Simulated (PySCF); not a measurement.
KI, SMILES [I][K]. Atoms are numbered in the order given.

```xyz
2

K      0.0000     0.0000    -2.2622
I      0.0000     0.0000     0.8110
```
Charge 0, spin multiplicity 1.

Geometry: PBE0-D3(BJ)/def2-TZVPD. The def2 effective core potentials stand for the cores of I; spin–orbit coupling is left out.

The numbers are results of CAM-B3LYP/def2-TZVPD (PySCF), not measurements.

Mulliken values depend strongly on the basis, most of all with diffuse functions as here. ESP charges are fitted to the potential on shells at 1.4 to 2.0 van der Waals radii. Atomic charges (e):

| atom | ESP fit | Mulliken |
|---|---|---|
| K1 | 0.73 | 0.80 |
| I2 | -0.73 | -0.80 |
